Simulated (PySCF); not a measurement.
## F2H3S2Si2: g tensor and hyperfine couplings

Compound: F₂H₃S₂Si₂ (doublet state).
Geometry (GFN2-xTB, Å), atoms numbered from 1 in this order:
```
atom  x, y, z in Å
F1    -0.4392   -1.8744    1.1068
Si2   -0.9223   -0.5682    0.3230
F3    -1.2353    0.3609    1.5870
S4    -2.6824   -0.9452   -0.7907
S5     0.6425    0.2521   -0.8364
Si6    2.1030    0.6283    0.7314
H7    -2.2110   -0.5020   -1.9486
H8     1.5090    1.5612    1.6750
H9     3.2493    1.0933   -0.0276
```

The hyperfine couplings belong to this conformer and change with its torsions.

As a line formula: `F[Si](F)(S)S[SiH2]` [radical].

Computed, not measured: UKS B3LYP, pcH-1 on F H S Si, non-relativistic, mean-field spin-orbit, GIAO in PySCF 2.14.0. The structure is a single GFN2-xTB conformer in the gas phase; no vibrational or solvent corrections. Couplings are sensitive to structure, and on GFN2-xTB geometries they can be far from those on DFT ones, by a factor of two or more for some ions and for spin on atoms past the first row. Stability of the SCF solution: not tested.

```
g1, g2, g3                      : 2.00229, 2.00495, 2.00889
g_iso                           : 2.00537
Form of g                       : rhombic: the two nearest values differ by 40 % of g3 − g1
⟨S²⟩                            : 0.7515 (exact 0.7500)
HOMO–LUMO gap, α and β orbitals : 5.53, 4.47 eV
Total energy                    : -1577.05863 Eh
Basis functions                 : 220
```

Isotropic coupling and dipolar principal values T1 to T3, in 10⁻⁴ cm⁻¹; ρ(0) is the spin density at the nucleus (1 × 10⁻⁴ cm⁻¹ = 2.998 MHz):

| atom | isotope | a_iso | of which spin–orbit | T1 | T2 | T3 | Mulliken spin population | ρ(0) (bohr⁻³) |
| --- | --- | --- | --- | --- | --- | --- | --- | --- |
| F1 | 19F | -0.6 | 0.0 | -2.1 | -1.0 | 3.1 | 0.00 | -0.0004 |
| Si2 | 29Si | -3.5 | 0.0 | -0.7 | 0.2 | 0.5 | 0.00 | 0.0119 |
| F3 | 19F | -0.3 | 0.0 | -0.6 | -0.3 | 1.0 | 0.00 | -0.0002 |
| S4 | 33S | 0.0 | 0.0 | -0.1 | -0.1 | 0.1 | 0.00 | 0.0004 |
| S5 | 33S | 0.8 | 0.0 | -4.5 | -3.8 | 8.3 | 0.08 | 0.0065 |
| Si6 | 29Si | -192.7 | 0.3 | -54.8 | 27.0 | 27.8 | 0.86 | 0.6508 |
| H7 | 1H | -0.1 | 0.0 | -0.2 | -0.2 | 0.5 | 0.00 | -0.0001 |
| H8 | 1H | 32.7 | 0.0 | -2.9 | 0.4 | 2.5 | 0.04 | 0.0219 |
| H9 | 1H | 18.3 | 0.0 | -2.9 | 0.2 | 2.7 | 0.02 | 0.0123 |

Largest spin populations (Mulliken): Si6 (+0.86) and S5 (+0.08). No atom but Si6 exceeds +0.15. The angles at Si6 add up to 326.9°, so it is pyramidal.

Axes: g3 points within 13° of the Si6–H9 bond.

Under fast tumbling the dipolar parts average out, and these isotropic splittings remain: 2 × 1H (H8/H9, I = 1/2, 3 lines) with 2.72 mT and 2 × 19F (F1/F3, I = 1/2, 3 lines) with 0.04 mT.

Class means assume fast exchange of nuclei equivalent by connectivity; if that motion is slow, each nucleus keeps its own coupling. The 1H value of +76.5 MHz is a mean of couplings from 54.8 to 98.1 MHz in this one geometry, not an average over conformers.

The 29Si coupling of Si6 (-577.6 MHz) shows only in satellite lines or after enrichment, since that isotope makes up about 4.7 % of natural silicon.
